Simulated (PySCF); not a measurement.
Sb(F)3 cation (F3Sb), SMILES [F][Sb]([F])[F] (connectivity only; charge and spin as stated), charge +1, multiplicity 2. Atoms are numbered in the order given.

```xyz
4

Sb     0.0000     0.0000     0.2590
F     -1.5108    -0.8723    -0.4891
F      0.0000     1.7445    -0.4891
F      1.5108    -0.8723    -0.4891
```
Charge +1, spin multiplicity 2.

Coordinates come from a B3LYP-D3(BJ)/def2-SVP optimisation. The spin state was assumed, not searched. The isomer is the one that the SMILES or the coordinates give; other isomers of the formula were not compared. The def2 effective core potentials stand for the cores of Sb; spin–orbit coupling is left out.

Computed with r2SCAN/def2-TZVPD (PySCF).

Mulliken values depend strongly on the basis, most of all with diffuse functions as here. ESP charges are fitted to the potential on shells at 1.4 to 2.0 van der Waals radii. Atomic charges (e):

```json
[
 {"atom": "Sb1", "Mulliken": "2.08", "ESP fit": "?", "Mulliken spin": "0.50"},
 {"atom": "F2", "Mulliken": "-0.36", "ESP fit": "?", "Mulliken spin": "0.17"},
 {"atom": "F3", "Mulliken": "-0.36", "ESP fit": "?", "Mulliken spin": "0.17"},
 {"atom": "F4", "Mulliken": "-0.36", "ESP fit": "?", "Mulliken spin": "0.17"}
]
```

### Question
Fill in the missing entries. (An estimate is asked for; the answer gives what the named calculation found.)

### Answer

- Sb1, ESP fit: 1.45
- F2, ESP fit: -0.15
- F3, ESP fit: -0.15
- F4, ESP fit: -0.15
